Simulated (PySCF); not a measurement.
These are ωB97X-D3(BJ)/def2-TZVP // B3LYP-D3(BJ)/def2-TZVP (PySCF) values and carry that method's errors. Gas-phase values, no solvent. Excitations are Tamm–Dancoff values on a coarser integration grid. The basis has no diffuse functions, so Rydberg states are missing or too high.

Reference species (SMILES): `C#CC(F)F` (neutral, multiplicity 1).

```
Quantity                 Result
----------------------  -------
T1 excitation (TDA)     5.48 eV
S1 oscillator strength    0.000
```

Changed species: `C#CC=O` (X = formyl; the reference has X = difluoromethyl).

Task: Predict the effect on the T1 excitation (TDA) and S1 oscillator strength.

Result: the T1 excitation (TDA) drops by 2.09 eV, to 3.39 eV; the S1 oscillator strength is nearly the same.
